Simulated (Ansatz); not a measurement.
`C[NH][SnH2][NH]C`, 15 atoms. Charge 0, multiplicity 1. Correlated methods include outer-core shells of Sn, which these sets cover unevenly. Sn: def2 effective core potential. All runs use 4 threads of an Arm Neoverse V2 on a shared host. Correlated methods freeze the cores.

(1) How many basis functions does each run have, and how long does it take in Ansatz? RKS ωB97M-V/def2-TZVPP energy and forces; RHF-CCSD(T)/def2-SVP energy; direct RPA on PBE orbitals/def2-TZVPP energy; RKS PBE0-D4/def2-QZVPP energy; RKS ωB97M-V/def2-QZVPP energy; RKS PBE0-D4/def2-TZVP frequencies; RHF-MP2/def2-TZVPP energy; RKS PBE0-D4/def2-SVP energy; RKS PBE0-D4/def2-TZVP relaxation (13 steps); RKS ωB97M-V/def2-SVP energy; RKS r2SCAN0-D4/def2-TZVPP energy; RKS LC-ωPBE/def2-TZVPP energy. (An estimate is asked.)

## Answers

(1) Computed: Other jobs shared the machine, so times are rough.

```
                                level                    job  functions  wall time  peak host memory (GiB)
                 RKS PBE0-D4/def2-SVP                 energy        132      1.4 s                    0.57
               RKS LC-ωPBE/def2-TZVPP                 energy        314      3.9 s                    0.69
                   RHF-MP2/def2-TZVPP                 energy        314        7 s                       1
                 RKS ωB97M-V/def2-SVP                 energy        132        7 s                    0.57
            RKS r2SCAN0-D4/def2-TZVPP                 energy        314      7.5 s                    0.96
direct RPA on PBE orbitals/def2-TZVPP                 energy        314       13 s                     1.1
               RKS PBE0-D4/def2-QZVPP                 energy        610       14 s                     2.6
               RKS ωB97M-V/def2-TZVPP      energy and forces        314       19 s                     1.4
                 RHF-CCSD(T)/def2-SVP                 energy        132       24 s                     1.1
               RKS ωB97M-V/def2-QZVPP                 energy        610       33 s                       3
                RKS PBE0-D4/def2-TZVP  relaxation (13 steps)        234       66 s                    0.71
                RKS PBE0-D4/def2-TZVP            frequencies        234    5.3 min                    0.72
```

LC-ωPBE has ω = 0.4 bohr⁻¹.
